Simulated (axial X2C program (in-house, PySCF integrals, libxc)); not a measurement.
# Low determinants of NaHo at the PBE0 level, two-component

Calculated with an axial X2C code built on PySCF integrals. Two-component (2c) means X2C with spin–orbit coupling and atomic mean-field two-electron Coulomb and Gaunt terms. Basis: Ho dyall-cv3z [13s14p10d7f3g], Na dyall-cv3z [9s8p5d2f] (cores contracted in-house); Gaussian nuclei, density fitting, unrestricted open shells. Masses: Ho 164.930 u, Na 22.990 u.

Search at 3.864 Å (vertical energies from the lowest determinant):

```
ΔE (eV)  state  electrons beyond evenly filled partner blocks  electrons in ±ω = 1/2, 3/2, 5/2, 7/2
   0.00  Ω = 7                  2 × ω = 1/2, ω = 5/2, ω = 7/2                             48 22 7 1
   0.02  Ω = 6                               ω = 5/2, ω = 7/2                             48 22 7 1
   0.16  Ω = 5                               ω = 3/2, ω = 7/2                             48 21 8 1
   0.18  Ω = 4                 2 × ω = -1/2, ω = 3/2, ω = 7/2                             48 21 8 1
   0.21  Ω = 8             ω = 1/2, ω = 3/2, ω = 5/2, ω = 7/2                             49 21 7 1
   0.73  Ω = 5                 2 × ω = -1/2, ω = 5/2, ω = 7/2                             48 22 7 1
   0.82  Ω = 1                              ω = -3/2, ω = 5/2                             48 21 7 2
```

Lowest determinant, Ω = 7 (⟨Sz⟩ = 1.96, ⟨Lz⟩ = 5.04 at PBE0): Re = 3.839 Å, ωe = 81.8 cm⁻¹.

The determinant in row 2 of the search, Ω = 6 (⟨Sz⟩ = 0.97, ⟨Lz⟩ = 5.03 at PBE0), was followed along the bond at PBE0; measured from the minimum of the lowest determinant it gives:

Te = 0.018 eV (143 cm⁻¹), Re = 3.868 Å, ωe = 78.8 cm⁻¹.

The determinant in row 3 of the search, Ω = 5 (⟨Sz⟩ = 1.94, ⟨Lz⟩ = 3.06 at PBE0), was followed along the bond at PBE0; measured from the minimum of the lowest determinant it gives:

Te = 0.163 eV (1313 cm⁻¹), Re = 3.833 Å, ωe = 83.7 cm⁻¹.

(1) Compare the bond of the determinant in row 2 with that of the lowest one.

The search compares states at one distance, so a state with another bond length can lie lower; it is not exhaustive and yields mostly the lowest determinant of each block pattern, so other components and higher states of one pattern are missing. These are energies of single determinants, not of spin-adapted states; PBE0 term energies can be off by some tenths of an eV, and the functional has no current term. Open-shell Ω = 0 determinants with evenly filled partner blocks cannot be reached by this program, so the Ω shown need not be the lowest component. The lowest determinant need not be the ground state where others lie within half an eV.

Results:

(1) At PBE0 its Re is 0.029 Å longer and its force constant, which goes as ωe², is 0.93 times that of the lowest determinant. T0 ≈ Te + Δωe/2 = 143 + (-2) = 141 cm⁻¹.
